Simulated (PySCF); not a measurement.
## Fractional electron number in Pt²⁺ (platinum, charge +2)

The 5d beta orbital of [Xe] 4f14 5d8 is emptied in steps (occupation f), with all orbitals relaxed, ending at [Xe] 4f14 5d7. All numbers are calculated (PySCF 2.14, scalar relativity through the core potential, in def2-SVP with the def2 core potential (60 electrons) (6s3p2d1f, 32 functions)). The exact energy is a straight line in f; departures are measured from the line between the end points of the same method.

Among BHandHLYP, wB97X, M06-2X, which shows the largest delocalisation error (convex curve), and which is closest to linear?

Most convex: M06-2X (-0.757 eV at f = 0.5); closest to linear: wB97X (-0.511 eV).

| f | BHandHLYP (eV) | wB97X (eV) | M06-2X (eV) |
| --- | --- | --- | --- |
| 1 | 0.000 | 0.000 | 0.000 |
| 0.9 | -0.244 | -0.177 | -0.261 |
| 0.7 | -0.576 | -0.421 | -0.621 |
| 0.5 | -0.694 | -0.511 | -0.757 |
| 0.3 | -0.590 | -0.437 | -0.660 |
| 0.1 | -0.256 | -0.189 | -0.302 |
| 0 | 0.000 | 0.000 | 0.000 |

| method | E(f=0) − E(f=1) (eV) | −ε at f=1 (eV) | −ε at f=0.5 (eV) |
| --- | --- | --- | --- |
| BHandHLYP | 31.401 | 28.708 | 31.358 |
| wB97X | 31.483 | 29.537 | 31.434 |
| M06-2X | 31.746 | 28.865 | 31.638 |

Reference removal energy between the ground levels: 29 ± 1.6 eV (theoretical estimate listed by NIST; NIST Atomic Spectra Database, ionization energies). The calculation has no spin-orbit coupling. The determinant left behind need not be the lowest term of the ion.
